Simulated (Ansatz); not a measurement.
CH₉PSi₂ (`[SiH3]C[SiH2]P`), relaxed with RKS PBE0-D4/def2-TZVP in the Gaussian-basis code of Ansatz from a PBE-D4/def2-SVP geometry. The force threshold is 0.005 eV/Å; the program also tests the step.

Total charge 0; spin multiplicity 1.

Start:

```xyz
13

Si   -1.971    0.952   -0.114
C    -0.552   -0.202    0.387
Si    1.086    0.117   -0.513
P     2.805   -1.264    0.084
H    -1.601    2.384    0.167
H    -3.225    0.624    0.653
H    -2.261    0.815   -1.585
H    -0.862   -1.253    0.200
H    -0.382   -0.105    1.481
H     1.547    1.527   -0.252
H     0.894   -0.044   -1.998
H     1.982   -2.446   -0.004
H     2.541   -1.105    1.494
```

| step | energy (eV) | largest force (eV/Å) | largest move (Å) |
| --- | --- | --- | --- |
| 1 | -26217.7629 | 0.432 | 0.000 |
| 2 | -26217.8056 | 0.123 | 0.036 |
| 3 | -26217.8095 | 0.042 | 0.017 |
| 4 | -26217.8101 | 0.020 | 0.011 |
| 5 | -26217.8102 | 0.009 | 0.007 |
| 6 | -26217.8103 | 0.003 | 0.005 |

End:

```xyz
13

Si   -1.945    0.943   -0.116
C    -0.553   -0.205    0.390
Si    1.062    0.113   -0.501
P     2.769   -1.244    0.078
H    -1.570    2.356    0.160
H    -3.193    0.632    0.632
H    -2.221    0.804   -1.571
H    -0.860   -1.239    0.205
H    -0.386   -0.107    1.468
H     1.514    1.508   -0.241
H     0.866   -0.043   -1.968
H     1.981   -2.425   -0.011
H     2.537   -1.093    1.473
```

Run time 22 s (4 threads of an Arm Neoverse V2 on a shared host); peak host memory 0.55 GiB.
